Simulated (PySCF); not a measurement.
# What a mistake does to a calculation on BClGeH3O

Calculated results; nothing here was measured. They come from PySCF 2.14.0, an open-source quantum chemistry program, on an isolated molecule that a program drew, which may never have been made. The molecule is BClGeH3O (charge 0, doublet), drawn as the SMILES string `ClB[O][GeH2]`.

Each row is a Hartree-Fock (HF) and frozen-core CCSD(T) single point in the cc-pV(D+d)Z basis, meant for a local HF minimum. Run 1 is clean. Each other run has one planted mistake out of seven kinds, and not every kind appears here: one electron removed, one electron added, multiplicity raised by two, geometry at a saddle point, minimal basis STO-3G, one bond length entered in bohr, all coordinates scaled. The reference is restricted for singlets and unrestricted otherwise, and also for a bond in bohr. Adding or removing an electron swaps singlet and doublet. Electrons count all cores. HOMO and LUMO are orbital energies over both spins, the gradient is its largest component, and the lowest frequency (negative if imaginary) is given only where the gradient is small. Bond lengths are over the 6 bonds as drawn. T1 is the CCSD diagnostic: over 0.02 (restricted) or 0.045 (unrestricted) a single reference is doubtful. Germanium has the cc-pVDZ-PP basis, with a core potential (ECP10MDF) in place of its 10 inner electrons, and its 3s, 3p and 3d shells are frozen in CCSD(T).

Geometry of the clean run:
```xyz
7
BClGeH3O, angstrom
Cl   -0.0219    2.0739    1.0849
B     1.0476    0.6252    1.0590
O     1.1167   -0.1497   -0.0113
Ge    0.2707   -0.1031   -1.6182
H     1.6794    0.4068    2.0466
H    -1.2205   -0.3436   -1.3566
H     0.9343   -1.2438   -2.3956
```

| run | electrons | basis functions | <S^2> | HOMO (eV) | LUMO (eV) | gradient (hartree/bohr) | lowest frequency (cm^-1) | mean bond (Å) | longest bond (Å) | T1 | HF (hartree) | CCSD(T) (hartree) | mistake |
|---|---|---|---|---|---|---|---|---|---|---|---|---|---|
| 1 | 65 | 89 | 0.754 | -9.65 | 0.57 | 1.2e-05 | 98 | 1.5330 | 1.817 | 0.0155 | -854.25933 | -854.79535 | no fault |
| 2 | 65 | 89 | 1.582 | -8.48 | -0.39 | 1.2e-02 | - | 1.8001 | 3.403 | 0.0653 | -854.11520 | -854.63708 | one bond length entered in bohr |
| 3 | 65 | 89 | 3.773 | -5.41 | -3.19 | 4.9e-02 | - | 1.5330 | 1.817 | 0.0447 | -853.99285 | -854.53533 | multiplicity raised by two |
| 4 | 64 | 89 | 0.000 | -16.53 | -7.93 | 7.4e-02 | - | 1.5330 | 1.817 | 0.0234 | -853.93550 | -854.47481 | ? |
| 5 | 65 | 89 | 0.768 | -7.77 | 1.56 | 5.8e-05 | -1183 | 1.5166 | 1.798 | 0.0156 | -854.22973 | -854.76957 | ? |

**Which mistake was planted in run 4, and what did it cost?**

It counts 64 electrons, one fewer than the clean run, at the same geometry and basis. So the mistake is: one electron removed. Subtracting run 1 and multiplying by 627.51 kcal/mol a hartree, the energy moved by 203.2 kcal/mol in HF and 201.1 kcal/mol in CCSD(T).

**Which mistake was planted in run 5, and what did it cost?**

The gradient is small, so the point is stationary, but the lowest frequency is imaginary (-1183 cm^-1). So the mistake is: geometry at a saddle point. Subtracting run 1 and multiplying by 627.51 kcal/mol a hartree, the energy moved by 18.6 kcal/mol in HF and 16.2 kcal/mol in CCSD(T).

Cautions from the logs. Run 2: T1 is over the limit, so its CCSD(T) energy is less reliable; run 4: T1 is over the limit, so its CCSD(T) energy is less reliable.
